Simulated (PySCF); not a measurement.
A GIAO shielding run with PySCF 2.14 (density fitting, non-relativistic, gas phase) on `C=CS[SiH2]COC`, C4H10OSSi:

```
$ OMP_NUM_THREADS=1 python probes_run.py task.json out

{"job": {"kind": "nmr", "xc": "PBE0", "basis": "pcSseg-1"}, "charge": 0, "multiplicity": 1}
C     -3.222432     0.745117    -0.007980
C     -2.050033     0.151497     0.122677
S     -1.846706    -1.597183    -0.054133
Si     0.196318    -1.882140     0.549036
C      1.380364    -0.764441    -0.447215
O      1.163281     0.551510     0.027067
C      1.983225     1.509674    -0.588282
H     -4.117412     0.186839    -0.219534
H     -3.318927     1.812356     0.094746
H     -1.140106     0.689750     0.330864
H      0.329495    -1.548269     1.962498
H      0.429684    -3.284109     0.232659
H      1.198395    -0.812279    -1.530515
H      2.427945    -1.054643    -0.285688
H      1.719207     2.474518    -0.158894
H      1.817248     1.533354    -1.672787
H      3.043454     1.300480    -0.398032
```

Hardware: 1 thread of an Arm Neoverse N1, shared host. The job also computes population analyses, field gradients.

**Question.** How large is the calculation?

**Answer.** 72 electrons, 183 basis functions and 995 auxiliary functions.

**Question.** How long does it take, and how much memory does it need?

**Answer.** 68 s of wall time, with 14 SCF cycles and 5 response iterations; peak memory 0.75 GiB. Times on a shared host scatter by some tens of per cent.
